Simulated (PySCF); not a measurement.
## Bond curve of CdP

Set-up: PySCF, scalar-relativistic core potentials, basis sets Cd def2-SVPD with ECP28, P def2-SVPD. Energies in eV from Cd + P in their ground configurations at the same level. State: ⁴Σ⁻ (quartet), unpaired electrons σ ↑, π ↑↑.

All columns are PBE0. A positive dipole means Cd(−)P(+).

```json
{"R (Å)": "2.323", "E (eV)": "-0.022", "μ (D)": "-0.55", "Mulliken charge on Cd (basis-dependent)": "0.12", "HOMO (eV)": "-5.16", "LUMO (eV)": "-3.06", "Mayer bond order": "1.04", "⟨S²⟩": "3.76"}
{"R (Å)": "2.431", "E (eV)": "-0.213", "μ (D)": "-0.69", "Mulliken charge on Cd (basis-dependent)": "0.13", "HOMO (eV)": "-5.25", "LUMO (eV)": "-2.92", "Mayer bond order": "0.97", "⟨S²⟩": "3.76"}
{"R (Å)": "2.539", "E (eV)": "-0.306", "μ (D)": "-0.79", "Mulliken charge on Cd (basis-dependent)": "0.13", "HOMO (eV)": "-5.33", "LUMO (eV)": "-2.80", "Mayer bond order": "0.89", "⟨S²⟩": "3.76"}
{"R (Å)": "2.620", "E (eV)": "-0.334", "μ (D)": "-0.84", "Mulliken charge on Cd (basis-dependent)": "0.12", "HOMO (eV)": "-5.40", "LUMO (eV)": "-2.72", "Mayer bond order": "0.84", "⟨S²⟩": "3.76"}
{"R (Å)": "2.701", "E (eV)": "-0.339", "μ (D)": "-0.87", "Mulliken charge on Cd (basis-dependent)": "0.12", "HOMO (eV)": "-5.47", "LUMO (eV)": "-2.66", "Mayer bond order": "0.78", "⟨S²⟩": "3.76"}
{"R (Å)": "2.782", "E (eV)": "-0.328", "μ (D)": "-0.87", "Mulliken charge on Cd (basis-dependent)": "0.11", "HOMO (eV)": "-5.54", "LUMO (eV)": "-2.69", "Mayer bond order": "0.71", "⟨S²⟩": "3.76"}
{"R (Å)": "2.890", "E (eV)": "-0.300", "μ (D)": "-0.85", "Mulliken charge on Cd (basis-dependent)": "0.10", "HOMO (eV)": "-5.63", "LUMO (eV)": "-2.72", "Mayer bond order": "0.63", "⟨S²⟩": "3.76"}
{"R (Å)": "3.025", "E (eV)": "-0.257", "μ (D)": "-0.77", "Mulliken charge on Cd (basis-dependent)": "0.08", "HOMO (eV)": "-5.74", "LUMO (eV)": "-2.74", "Mayer bond order": "0.53", "⟨S²⟩": "3.76"}
{"R (Å)": "3.187", "E (eV)": "-0.206", "μ (D)": "-0.65", "Mulliken charge on Cd (basis-dependent)": "0.06", "HOMO (eV)": "-5.86", "LUMO (eV)": "-2.75", "Mayer bond order": "0.41", "⟨S²⟩": "3.76"}
{"R (Å)": "3.403", "E (eV)": "-0.149", "μ (D)": "-0.47", "Mulliken charge on Cd (basis-dependent)": "0.03", "HOMO (eV)": "-6.00", "LUMO (eV)": "-2.73", "Mayer bond order": "0.29", "⟨S²⟩": "3.76"}
```

A fit through these points gives, at Re = 2.679 Å, μ = -0.87 D and dμ/dR = -0.268 D/Å; the reduced mass is 24.35 u.

Q: How strong is the fundamental in the double-harmonic approximation, I = 42.26·(dμ/dR)²/μred km/mol?

A: I = 42.26·(-0.268)²/24.35 = 0.125 km/mol at PBE0.

The bond is weak. Basis-set superposition, not corrected here, can be much of De in a small basis, most of all at correlated wavefunction levels. Functionals without a dispersion term scatter widely for such bonds, and LDA overbinds them. Spin–orbit coupling is left out. The state was picked by a PBE0 search and need not be the measured ground state.
